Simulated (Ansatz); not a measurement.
Relaxation of Cl2H5NOSn (10 atoms, charge 0, multiplicity 1), to a largest force component of 0.03 eV/Å in at most 50 steps.

Method: Ansatz, RHF/def2-SVP.

```xyz
10
Properties=species:S:1:pos:R:3:forces:R:3
Sn 0.193 -0.127 0.039 0.13 -0.02 0.56
H 0.004 -0.155 1.747 0.50 -0.01 -0.69
O 2.074 -0.275 -0.402 -0.02 -0.01 -0.01
H 2.317 -0.420 -1.305 0.04 0.01 -0.01
Cl -0.611 1.845 -0.917 0.00 0.01 -0.01
Cl -0.892 -1.896 -1.034 -0.01 -0.01 -0.01
N -2.750 0.023 1.542 0.73 -0.08 0.61
H -2.893 -0.760 0.931 0.00 0.00 0.00
H -2.780 0.879 1.020 0.00 0.00 0.00
H -1.848 -0.065 2.019 -1.37 0.12 -0.44
```

Where does it end, and by what steps?

It converged. After 7 steps the energy has fallen by 0.227 eV; H10 moved furthest, 0.78 Å.

```json
{"step": "0", "energy less start (eV)": "0.0000", "largest force component (eV/Å)": "1.374", "accepted": "yes"}
{"step": "1", "energy less start (eV)": "-0.1352", "largest force component (eV/Å)": "0.444", "accepted": "yes"}
{"step": "2", "energy less start (eV)": "-0.1773", "largest force component (eV/Å)": "0.605", "accepted": "yes"}
{"step": "3", "energy less start (eV)": "-0.1959", "largest force component (eV/Å)": "0.490", "accepted": "yes"}
{"step": "4", "energy less start (eV)": "-0.2198", "largest force component (eV/Å)": "0.215", "accepted": "yes"}
{"step": "5", "energy less start (eV)": "-0.2252", "largest force component (eV/Å)": "0.124", "accepted": "yes"}
{"step": "6", "energy less start (eV)": "-0.2264", "largest force component (eV/Å)": "0.072", "accepted": "yes"}
{"step": "7", "energy less start (eV)": "-0.2269", "largest force component (eV/Å)": "0.028", "accepted": "yes"}
```

```xyz
10
Properties=species:S:1:pos:R:3
Sn 0.492 -0.185 0.033
H 0.543 -0.232 1.713
O 2.289 -0.317 -0.676
H 2.424 -0.304 -1.612
Cl -0.457 1.791 -0.774
Cl -0.765 -1.937 -0.867
N -3.174 0.076 1.534
H -3.055 -0.735 0.954
H -2.919 0.890 1.004
H -2.565 0.001 2.329
```

Whether the end is a true minimum wasn't checked by a vibrational analysis.

The run took 21 s on 2 threads of Arm Neoverse V1 (shared host), peak memory 0.28 GiB.
